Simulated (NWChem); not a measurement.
System: ammonium (NH$_{4}$ cation); SMILES [NH4+]

Results from NWChem. Each level has its own optimisation; frequencies are unscaled.

```csv
level,r H–N (Å),highest harmonic frequency (cm⁻¹),lowest (cm⁻¹),zero-point energy (kcal/mol)
PBE/def2-SVP,1.039,3415,1389,30.0
"LDA (Slater exchange, VWN5)/def2-SVP",1.042,3396,1367,29.7
BLYP/def2-SVP,1.040,3374,1395,29.8
PBE0-D3(BJ)/def2-TZVP,1.024,3507,1481,31.2
```
